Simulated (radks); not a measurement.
Values are calculated unless marked as measured or tabulated.
Problem. Level of theory: Dirac Kohn-Sham, LDA (Slater exchange, Perdew-Wang correlation), spin-unpolarised, spherical densities, point nucleus; open shells are shared between the two j in proportion to 2j + 1 (a radial shooting solver on a logarithmic mesh with Libxc functionals). Each species is in its NIST ground configuration. Rank Cu2+, Au2+, Ag2+ by Delta-SCF ionisation energy (eV), largest first.

Solution. Cu2+ 39.369, Ag2+ 36.436, Au2+ 34.173.
